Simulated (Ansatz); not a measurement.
`[AlH2][N]1[CH2][AlH]1` + `C=CCl` → `[AlH2]/[CH]=C/Cl` + `[CH2]1[NH][AlH]1` at 298.15 K and 1 bar (formal exchange of groups at the Al–N bond).

Program: Ansatz. Geometries: PBE0-D4/def2-TZVP. ΔE: electronic, gas phase. CCSD(T)/CBS adds triple-zeta CCSD(T) − MP2 to the extrapolated MP2 energy (def2 sets, frozen cores). This one scheme is used for every species.

```tsv
species	CCSD(T)/CBS energy (Eh)	H − E (kJ/mol)	S (J/(mol·K))
`[AlH2][N]1[CH2][AlH]1`	-579.76217	154.8	327.9
`C=CCl`	-537.65823	124.1	263.4
`[AlH2]/[CH]=C/Cl`	-780.26523	139.5	319.9
`[CH2]1[NH][AlH]1`	-337.12157	139.0	270.1
```

H − E and S are ideal-gas, rigid-rotor, harmonic terms from PBE0-D4/def2-TZVP. 1 Eh = 2625.50 kJ/mol, R = 8.31446 J/(mol·K).

By hand: ΔE, ΔH, ΔS and ΔG.

ΔE = (-780.26523) + (-337.12157) − (-579.76217) − (-537.65823) = 0.03360 Eh = 88.2 kJ/mol. Δ(H − E) = 139.5 + 139.0 − 154.8 − 124.1 = -0.4, so ΔH = 87.8 kJ/mol. ΔS = 319.9 + 270.1 − 327.9 − 263.4 = -1.3 J/(mol·K). ΔG = 87.8 − 298.15 × (-1.3)/1000 = 88.2 kJ/mol.

By hand: the equilibrium constant, and the temperature at which ΔG would vanish if ΔH and ΔS stayed fixed.

log₁₀ K = −ΔG/(RT ln 10) = -15.5. ΔH and −TΔS have one sign here, so there is no such temperature. One of them is within its doubt of zero, so this could turn.

The number of gas molecules stays the same, so ΔS is small and ΔH decides. A doubt of 5 kJ/mol in ΔE shifts log₁₀ K by 0.9 here. These are equilibria of isolated gas molecules and say nothing of rates. Largest T1 diagnostic: 0.015 (customary marks: 0.02 for closed shells, 0.045 for open ones).
